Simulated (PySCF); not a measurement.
**Fluorine: a sound run and one with changed settings**

Sound run: F⁺ [He] 2s2 2p4, F²⁺ [He] 2s2 2p3. Computed with PySCF 2.14 in jorge-DZP-DKH (4s2p1d, 15 functions), with the spin-free X2C one-electron Hamiltonian (Gaussian nucleus). In the sound run the correlated levels freeze 1s2. The sound run starts from symmetry-adapted Hartree-Fock orbitals and uses a fine grid where one is needed.

A second run was set up differently.

```tsv
species	method	sound run (hartree)	changed run (hartree)	converged
F⁺	MP2	-98.99788	-98.94814	yes
F⁺	CCSD(T)	-99.01185	-98.95361	yes
F²⁺	MP2	-97.74106	-97.68907	yes
F²⁺	CCSD(T)	-97.75427	-97.69114	yes
```

Ionisation energy of F⁺:

```tsv
method	sound run (eV)	changed run (eV)
UHF	33.518	33.518
MP2	34.200	34.261
SCS-MP2	34.189	34.363
CCSD	34.205	34.346
CCSD(T)	34.220	34.353
```

Q: What was changed?
A. a valence shell is frozen
B. level shift left on
C. all electrons correlated in a valence basis
D. minimal basis

A: A. Freezing a valence shell removes pair correlation that changes on ionisation.
